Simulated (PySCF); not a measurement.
B3LYP has the VWN-RPA correlation part, as in Gaussian. 

Species: C₂H₈Si₂, SMILES `C=[Si](C)[SiH3]` (charge 0, multiplicity 1).

Problem. Give the HOMO, dipole moment and HOMO–LUMO gap at the level B3LYP-D3(BJ)/def2-TZVP run with PySCF.

Solution. 
The HOMO comes out as -6.08 eV and the dipole moment is 1.43 D. The HOMO–LUMO gap is 4.81 eV.
